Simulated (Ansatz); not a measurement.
Job for Ansatz (a quantum-chemistry and plane-wave program): R-PBE/def2-TZVPP on H2Sn (SMILES [SnH2]). Elements past Kr take the def2 small-core potentials; no spin–orbit coupling.

Ansatz 0.2 input:
```yaml
crystal:
  periodic: [false, false, false]
  atoms:
    - {symbol: Sn, position_ang: [0.00000000, -0.00000000, -0.83536998]}
    - {symbol: H, position_ang: [1.26517730, 0.00000000, 0.41763499]}
    - {symbol: H, position_ang: [-1.26517730, 0.00000000, 0.41763499]}
basis:
  gaussian:
    orbitals: def2-TZVPP
hamiltonian:
  xc: {name: PBE}
scf: {lower_state_search: off}
```

The log:

```
WARN ansatz: RAYON_NUM_THREADS=1 ignored (pool sized by the plan → 1); use --threads N
Functional definition: PBE
these checks for a lower state are left out or cut short: stability, starts, cluster_reference, orbital_swaps, neighbouring_geometries, increment
integrals: 0.01 GiB planned
506 factors; their error is unknown
mean field: 0.14 GiB planned
mean field evaluation 1: about -5861.6071 eV, gradient 1.6e1 eV
mean field evaluation 2: about -5861.3429 eV, gradient 1.9e1 eV
mean field evaluation 4: about -5862.6735 eV, gradient 4.7e-1 eV
mean field evaluation 8: about -5862.6671 eV, gradient 2.5e-1 eV
mean field evaluation 16: about -5862.6672 eV, gradient 5.5e-6 eV
mean field -5862.66722109 eV, -215.4490465163 hartree, gradient 2.5e-6 eV, S^2 0.000000; 0 other end points of the search recorded, 0 dependent functions left out
reference -5862.66725970 eV, -215.4490479355 hartree; 12, 12 occupied and 66, 66 virtual orbitals, 506 factors
Total energy: -5862.66725970 eV, -215.4490479355 hartree
Checks for a lower state left out: stability, starts, cluster_reference, orbital_swaps, neighbouring_geometries, increment
```

Self-consistency was reached.

Cost: around 0.9 core-seconds (rough).
